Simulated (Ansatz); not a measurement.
Ansatz (a first-principles code) input (PBE0/6-31G*):

Ansatz 0.2 input:
```yaml
crystal:
  periodic: [false, false, false]
  atoms:
    - {symbol: Si, position_ang: [0.01181809, -0.67217228, 0.30735988]}
    - {symbol: Cl, position_ang: [-0.36272322, -1.92224598, -1.28749374]}
    - {symbol: Br, position_ang: [-1.71385771, 0.72023475, 0.58057597]}
    - {symbol: Br, position_ang: [1.88531032, 0.48229649, -0.07816582]}
basis:
  gaussian:
    orbitals: 6-31G*
hamiltonian:
  xc: {name: PBE0}
magnetization: {spin_polarized: true, initial_magnetization: 1}
```

Output:

```
Functional definition: PBE0
integrals: 0.06 GiB planned
991 factors; integrals over basis functions are off by at most 6.6e-4 eV
0.14 GiB of the device are held for the grids
1.24 GiB of device memory are held for the factors and their scratch space
mean field: 0.35 GiB planned
mean field evaluation 1: about -160454.1614 eV, gradient 9.2e0 eV
mean field evaluation 2: about -160454.0454 eV, gradient 1.1e1 eV
mean field evaluation 4: about -160454.7457 eV, gradient 4.2e-1 eV
mean field evaluation 8: about -160454.7612 eV, gradient 6.3e-2 eV
mean field evaluation 16: about -160454.7612 eV, gradient 2.5e-5 eV
mean field -160454.76122845 eV, -5896.6037150021 hartree, gradient 2.2e-5 eV, S^2 0.752644; 0 other end points of the search recorded, 0 dependent functions left out
reference -160454.76125124 eV, -5896.6037158397 hartree; 51, 50 occupied and 57, 58 virtual orbitals, 991 factors
Total energy: -160454.76125124 eV, -5896.6037158397 hartree
```

It need not be the lowest isomer of its formula.
